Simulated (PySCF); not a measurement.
Atom-mapped SMILES (the numbers label the heavy atoms): `[CH3:1][NH:2][SiH2:3][c:4]1[cH:5][c:6]([Cl:7])[cH:8][cH:9][n:10]1`; H(Xn) means a hydrogen on atom n.

PySCF calculation with GIAO PBE0/pcSseg-1 shieldings and GFN2-xTB structure; isolated molecule, equivalent nuclei averaged, one conformer, non-relativistic Hamiltonian.

Shifts are taken against calculated references (same method and geometry level): $^{13}$C (186.93 ppm) against TMS.

Q: Do the $^{13}$C shifts follow the atomic charges (in e)? Tabulate both.

A: 
```tsv
atoms	hybridisation	δ (ppm)	σ para (ppm)	Hirshfeld	IAO	Mulliken	ESP-fitted
C4	sp2	168.9	-239	-0.02	-0.13	-0.07	+0.29
C9	sp2	155.7	-219	+0.02	-0.00	+0.17	+0.39
C6	sp2	155.4	-224	+0.03	+0.02	-0.15	+0.20
C5	sp2	135.8	-205	-0.06	-0.18	+0.00	-0.32
C8	sp2	129.2	-198	-0.06	-0.19	-0.07	-0.36
C1	sp3	31.3	-82	-0.07	-0.29	-0.08	-0.16
```

Correlation coefficients of δ with charge over these carbons: Hirshfeld +0.60, IAO +0.77, Mulliken +0.19, ESP-fitted +0.50; with the paramagnetic shielding -1.00. Among the 5 sp2 carbons alone: Hirshfeld +0.67, IAO +0.59, Mulliken +0.01, ESP-fitted +0.92. With so few points, grouped by hybridisation, these coefficients are fragile. Charge is one influence among several: hybridisation and low-lying excitations act through the paramagnetic term.

Carbons that carry Cl, above all several Cl atoms, come out too deshielded, partly because spin–orbit coupling is missing. Shifts are as computed. Against solution values, carbons near 30 ppm lie about +3 ppm off and those near 130 ppm about +5 ppm; carbons on Cl a further +6 ppm. Of 1309 compounds with measured shifts, 239 miss one by over three times the rms of a fit or turn the order of signals round; such compounds aren't used in these exercises.
